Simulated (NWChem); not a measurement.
System: Si2H6O; SMILES O[SiH2][SiH3]

The following NWChem deck was run.

```
start job
memory heap 200 mb stack 900 mb global 1100 mb
geometry units angstroms noautosym nocenter noautoz
  Si    -0.535271     0.727263     0.009479
  O      0.761241     1.777176    -0.111587
  Si     0.169845    -1.517742    -0.010379
  H     -1.335126     0.967165     1.255870
  H     -1.401288     1.009712    -1.169578
  H      1.440109     1.700083     0.564886
  H      1.111387    -1.771042     1.127195
  H      0.882507    -1.843559    -1.284329
  H     -1.002055    -2.437288     0.137005
end
basis spherical
  * library 6-31g*
end
dft
  xc hfexch
  iterations 150
  mulliken
end
task dft energy
esp
  recalculate
  probe 0.07
  range 0.3
  factor 1.0
  spacing 0.02
end
task esp
```

The geometry was optimised at PBE0/def2-SVP.

Atomic charges in e: unrestrained fits to the electrostatic potential beside Mulliken populations; buried atoms are poorly determined by the fit.

Atoms are numbered as in the input.

Task: Give the results of this calculation. (Hartree-Fock/6-31G* (spherical d).) Quantities: ESP Si1; Mulliken Si1; ESP O2; Mulliken O2; ESP Si3; Mulliken Si3; relative RMS misfit of the potential (%).

Result: 
```yaml
ESP Si1: 0.72
Mulliken Si1: 0.81
ESP O2: -0.73
Mulliken O2: -0.90
ESP Si3: 0.21
Mulliken Si3: 0.32
relative RMS misfit of the potential (%): 29
```
